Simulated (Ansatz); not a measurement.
Task: Name a neutral molecule of C, N, S, Si and H with HOMO energy (PBE/def2-TZVPP) between -5.75 and -5.45 eV and HOMO–LUMO gap (B3LYP/def2-TZVPP) between 6.35 and 6.65 eV (Ansatz, PBE0-D4/def2-TZVP geometry).

Result: `CS[SiH](N)[SiH3]` (-5.58 eV, 6.36 eV); `S[SiH]1CN1` (-5.58 eV, 6.61 eV); `N[SiH]1CS1` (-5.51 eV, 6.63 eV); `NC([SiH3])S` (-5.55 eV, 6.42 eV); `[SiH3]NCS` (-5.53 eV, 6.36 eV); `NCS[SiH3]` (-5.60 eV, 6.59 eV). Other molecules can fit too; these were computed, each in one conformer that needn't be the lowest.

B3LYP here is the variant with VWN-RPA as its local correlation; programs differ in this.
